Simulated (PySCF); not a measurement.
Coordinates in bohr (charge 0 multiplicity 1):
```
Zr   -0.5113    0.0000    0.0000
O     1.4391   -2.6929    0.0000
O     1.4391    2.6929    0.0000
```

All numbers come from PBE0/[Zr x2c-TZVPall, O x2c-TZVPall], spin-free X2C, density fitting, no spin–orbit coupling, PySCF.

This geometry of ZrO₂ is a stationary point at this level.

Problem. What is the point group?

Solution. C2v.

Problem. Is it a minimum?

Solution. Yes: all harmonic wavenumbers are real.

Problem. Give the atomic charges and bond orders.

Solution. 
```json
{"atom": "Zr1", "Mulliken": "1.26", "Löwdin": "0.79", "polar tensor": "1.95", "Mayer order to Zr1": "–"}
{"atom": "O2,3", "Mulliken": "-0.63", "Löwdin": "-0.39", "polar tensor": "-0.98", "Mayer order to Zr1": "2.02"}
```

Problem. Give the ideal-gas entropy at 298.15 K and 1 bar by parts.

Solution. translation 168.8, rotation 92.2, vibration 6.7, spin 0.0; total 267.7 J/(mol K).

Stability towards spin polarisation was not tested. Only a few start shapes were tried, so a lower isomer may exist.
